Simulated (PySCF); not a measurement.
**A composite method against measured constants**

PySCF. The composite is CCSD(T) extrapolated to the basis-set limit from two correlation-consistent sets, with core-valence (CV) and scalar-relativistic (SR) terms as its label shows; it has no spin–orbit coupling and nothing beyond (T). Measured values: Huber and Herzberg, Constants of Diatomic Molecules (1979).

```csv
molecule,composite,Re computed (Å),Re measured (Å),ωe computed (cm⁻¹),ωe measured (cm⁻¹)
S2,CCSD(T)/CBS(TQ)+SR,1.8922,1.8892,733.4,725.65
AlI,CCSD(T)/CBS(TQ)+CV,2.5384,2.537102,317.8,316.1
BrCl,CCSD(T)/CBS(TQ)+CV,2.1346,2.136065,450.2,444.276
NaH,CCSD(T)/CBS(TQ)+SR,1.8847,1.8874,1170.1,1172.2
NO⁺,CCSD(T)/CBS(TQ)+CV+SR,1.0625,1.06322,2390.6,2376.42
CsBr,CCSD(T)/CBS(DT),3.0981,3.072251,147.6,149.66
LiI,CCSD(T)/CBS(TQ)+CV,2.3976,2.391924,499.5,498.16
GeSe,CCSD(T)/CBS(DT),2.1426,2.134629,402.4,408.7
```

Give the mean absolute errors, and the molecules missed most.

Re 6.1 mÅ, most for CsBr (+25.8 mÅ); ωe 5.2 cm⁻¹, most for NO⁺ (+14.2 cm⁻¹).

The molecules are drawn from runs that passed checks on state, spin purity and fit, so the hardest cases are missing and the errors look smaller than over all diatomics.

Correlated steps freeze the inner cores (1 to 37 orbitals); shallow outer-core shells are correlated. Spin–orbit coupling is left out. The CCSD T1 diagnostic is raised in GeSe, a sign that a single reference may not be enough there. States were picked by a PBE0 search and need not be the measured ground states.
